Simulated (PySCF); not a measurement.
ClF3H2OSi2, SMILES [SiH2](Cl)O[Si](F)(F)F. Atoms are numbered in the order given.

```xyz
9

Si     1.0596    -0.6820     0.4626
F      1.5169    -1.8483     1.4508
F      1.5933    -1.0277    -1.0020
F      1.7506     0.6784     0.9354
O     -0.5518    -0.5556     0.4847
Si    -1.8952     0.2999     0.0064
Cl    -1.3134     1.7194    -1.3799
H     -2.8412    -0.6417    -0.6291
H     -2.4657     0.9850     1.1863
```
Charge 0, spin multiplicity 1.

The structure is a stationary point at B3LYP-D3(BJ)/def2-SVP. This is a generated structure with no PubChem entry under its InChIKey; it may be hypothetical. Other conformers were not sampled.

Vertical ionisation energy (IE) and electron affinity (EA) in eV. Rows of orbital energies are one-electron estimates. Where ΔSCF, EOM or ADC give a negative EA the extra electron is unbound and the value depends on the basis.

| level | IE | EA |
|---|---|---|
| −ε(HOMO), −ε(LUMO), r2SCAN/def2-TZVP (PySCF) | 8.34 | 0.77 |
| −ε(HOMO), −ε(LUMO), PBE/def2-TZVP (PySCF) | ___ | ___ |

Problem. Fill in the missing entries. (An estimate is asked for; the answer gives what the named calculation found.)

Solution. 
- −ε(HOMO), −ε(LUMO), PBE/def2-TZVP (PySCF), IE: 7.97
- −ε(HOMO), −ε(LUMO), PBE/def2-TZVP (PySCF), EA: 1.21
